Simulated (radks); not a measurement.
Q: All-electron atom: the europium ion Eu29+ in [Ar] 3d10 4s2 4p4. Calculated with a radial shooting solver on a logarithmic mesh with Libxc functionals: scalar-relativistic Kohn-Sham, PBE, spin-polarised, spherical densities, finite nucleus; open shells are filled with parallel spins first (spin-orbit coupling, left out, can overturn this in heavy ions); Fermi nuclear charge, rms radius 5.1115 fm. Some entries of the table are withheld. Estimate them.

orbital,occ.,eigenvalue (eV),<1/r> (bohr^-1),<r> (bohr)
1s up,1,-49405.49,70.21,0.02232
1s down,1,-49404.09,70.22,0.02232
2s up,1,-8975.935,16.29,0.09502
2s down,1,-8975.170,16.29,0.09501
2p up,3,-8113.071,15.25,0.08378
2p down,3,-8111.843,15.25,0.08379
3s up,1,-2736.297,6.039,0.2468
3s down,1,-2735.013,6.039,0.2467
3p up,3,-2467.285,5.695,0.2445
3p down,3,-2465.816,5.695,0.2445
3d up,5,-2114.336,5.412,0.2216
3d down,5,-2112.928,5.413,0.2214
4s up,1,(1),2.837,0.5100
4s down,1,(2),2.838,0.5101
4p up,3,-1119.714,2.686,0.5233
4p down,1,-1112.697,2.685,0.5236

A: 
(1) 4s up eigenvalue (eV): -1218.994
(2) 4s down eigenvalue (eV): -1211.912
